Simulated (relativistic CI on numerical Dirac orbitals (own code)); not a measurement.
## d1 to d9 in one octahedral field

Computed with a parametric ligand-field model without spin-orbit coupling, by exact diagonalisation: B = 310, C = 1250, 10Dq = 25500 cm⁻¹ (Oh; |10Dq|/B = 82.3) for every shell. Energies in cm⁻¹; the field energy is (0.6 n_e − 0.4 n_t2) × 10Dq of the ground term; g labels are left out. So small a B with so large a field is typical of 4d and 5d ions, where spin-orbit coupling, left out here, reaches 1,000 to 4,000 cm⁻¹.

```
Shell  Ground term  Electrons in e  Field energy  First spin-allowed bands  Lowest term of other spin
   d1          2T2           0.000        -10200                  2E 25500                           
   d2          3T1           0.004        -20291      3T2 24692, 3T1 28534                   1T2 4436
   d3          4A2           0.000        -30600      4T2 25500, 4T1 29069                    2E 6292
   d4          3T1           0.007        -40625       3E 24195, 3T1 24500                   1T2 3959
   d5            ?               ?             ?                         ?                          ?
   d6          1A1           0.011        -60930      1T1 24490, 1T2 29119                  3T1 21885
   d7           2E           1.007        -45734      2T1 24428, 2T2 24758                  4T1 19333
   d8          3A2           2.000        -30600      3T2 25500, 3T1 29069                    1E 4958
   d9           2E           3.000        -15300                 2T2 25500
```

(1) Fill in the row of d5.

## Answers

(1) Ground term: 2T2; Electrons in e: 0.014; Field energy: -50651; First spin-allowed bands: 2A2 23679, 2T1 23792; Lowest term of other spin: 4T1 19295. Low spin: d4, d5, d6, d7; the other shells keep the spin of the free ion. Only d4 to d7 can choose; the field needed to pair spins is smallest for d6 and largest for d5, which loses most exchange energy. In the strong-field picture 10Dq must exceed about 6B + 5C = 8110 (d4), 7.5B + 5C = 8575 (d5), 2.5B + 4C = 5775 (d6) and 4B + 4C = 6240 (d7); mixing of terms shifts these bounds somewhat.
